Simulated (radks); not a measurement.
The numbers below are computed, except where a source is named.
Species: Er LXV. Configuration: [He] 2s2 (the NIST ground configuration).

Level of theory: scalar-relativistic Kohn-Sham, LDA (Slater exchange, VWN5 correlation), spin-polarised, spherical densities, finite nucleus; Fermi nuclear charge, rms radius 5.2516 fm (a radial shooting solver on a logarithmic mesh with Libxc functionals).

Energy parts (eV):
| part | energy |
|---|---|
| total | -165513.10 |
| kinetic | 188988.39 |
| electron-nucleus | -357841.95 |
| Hartree | 4819.19 |
| exchange-correlation | -1478.73 |

Orbitals (lengths in bohr, moments of r in powers of bohr; r(90%) holds 90 % of the orbital's charge):
| orbital | occ. | eigenvalue (eV) | <r> | <1/r> | <r^4> | r(90%) |
|---|---|---|---|---|---|---|
| 1s | 2 | -64709.96 | 0.02031 | 77.70 | 8.472e-07 | 0.0368 |
| 2s | 2 | -15881.39 | 0.08261 | 19.01 | 0.0001083 | 0.127 |

The highest occupied level is 2s at -15881.4 eV. The electron density at the nucleus is 9.03e+05 e/bohr^3 (large components only).
